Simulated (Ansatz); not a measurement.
```yaml
crystal:
  periodic: [false, false, false]
  atoms:
    - {symbol: O, position_ang: [1.076296, -1.300424, 0.666423]}
    - {symbol: Ge, position_ang: [0.006550, -0.028032, 0.047925]}
    - {symbol: F, position_ang: [-0.974929, 0.598141, 1.301581]}
    - {symbol: Cl, position_ang: [-1.265266, -0.886537, -1.389943]}
    - {symbol: Cl, position_ang: [1.207250, 1.543151, -0.667385]}
basis:
  gaussian: {orbitals: ANO-RCC-VTZP, fitting: {mean_field: def2-universal-jkfit}, final_grid: {core_spheres: 8, valence_spheres: 7, degree: 23}, nuclear_model: gaussian}
magnetization: {spin_polarized: true, initial_magnetization: 1}
hamiltonian: {xc: {name: r2SCAN50}}
accuracy: high
```

```sh
$ ansatz run in.yaml --threads 4 --pin off --events-out ev --progress --plain --max-ram 10444MiB
```

Output, abridged:

```
Functional definition: r2SCAN50
676 factors; integrals over basis functions are off by at most 4.4e-1 eV
mean field evaluation 1: about -86985.2113 eV, gradient 4.9e1 eV
mean field evaluation 2: about -86885.4917 eV, gradient 1.3e2 eV
mean field evaluation 4: about -86996.5531 eV, gradient 2.0e1 eV
mean field evaluation 8: about -86998.7667 eV, gradient 5.0e-1 eV
mean field evaluation 16: about -86998.7679 eV, gradient 1.6e-3 eV
mean field -86998.76785158 eV, -3197.1457486628 hartree, gradient 4.9e-8 eV, S^2 0.755731; 2 other end points of the search recorded, 0 dependent functions left out
reference -86998.76785572 eV, -3197.1457488150 hartree; 42, 41 occupied and 129, 130 virtual orbitals, 676 factors
Total energy: -86998.76785572 eV, -3197.1457488150 hartree
Relativity: scalar
```

It took 21 s on 4 threads of an Arm Neoverse V1 on a shared host, with 0.64 GiB of host memory at the peak.
